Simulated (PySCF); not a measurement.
H7HfN3S, SMILES [NH2][Hf]([NH2])([NH2])[SH], multiplicity 1.

Coordinates come from a PBE-D3(BJ)/def2-SVP optimisation. The multiplicity is an assumed one; other spin states were not compared. The def2 effective core potentials stand for the cores of Hf; spin–orbit coupling is left out. Other conformers were not sampled.

These are PySCF 2.14.0 with PBE-D3(BJ)/def2-SVP values and carry that method's errors.

Frequencies are harmonic and unscaled.

| mode | ν (cm⁻¹) | IR (km/mol) | moving atoms (share of kinetic energy) |
|---|---|---|---|
| 1 | 48 | 4.7 | H 83 %, N 11 % |
| 2 | 103 | 0.4 | N 41 %, S 25 %, H 21 %, Hf 12 % |
| 3 | 112 | 2.1 | N 35 %, S 27 %, H 24 %, Hf 13 % |
| 4 | 122 | 0.8 | N 56 %, H 29 %, Hf 10 % |
| 5 | 143 | 0.2 | N 68 %, H 28 % |
| 6 | 150 | 0.6 | N 65 %, H 30 % |
| 7 | 253 | 11.7 | H 94 % |
| 8 | 288 | 6.4 | H 90 % |
| 9 | 309 | 33.8 | S 48 %, H 43 %, Hf 8 % |
| 10 | 346 | 1.4 | H 75 %, S 18 % |
| 11 | 433 | 6.2 | H 80 %, N 16 % |
| 12 | 449 | 86.1 | H 85 %, N 13 % |
| 13 | 455 | 84.2 | H 80 %, N 19 % |
| 14 | 463 | 39.6 | H 81 %, N 17 % |
| 15 | 469 | 177.5 | H 77 %, N 22 % |
| 16 | 486 | 30.5 | H 79 %, N 19 % |
| 17 | 489 | 69.4 | H 75 %, N 22 % |
| 18 | 609 | 114.7 | N 72 %, H 16 %, Hf 12 % |
| 19 | 614 | 105.5 | N 72 %, H 16 %, Hf 12 % |
| 20 | 625 | 58.6 | N 79 %, H 16 % |
| 21 | 1452 | 24.7 | H 90 %, N 10 % |
| 22 | 1453 | 36.5 | H 89 %, N 11 % |
| 23 | 1458 | 29.5 | H 90 %, N 10 % |
| 24 | 2594 | 3.3 | H 97 % |
| 25 | 3442 | 44.0 | H 95 % |
| 26 | 3446 | 37.5 | H 95 % |
| 27 | 3451 | 34.4 | H 96 % |
| 28 | 3537 | 18.6 | H 92 %, N 8 % |
| 29 | 3543 | 24.3 | H 92 %, N 8 % |
| 30 | 3543 | 19.7 | H 92 %, N 8 % |
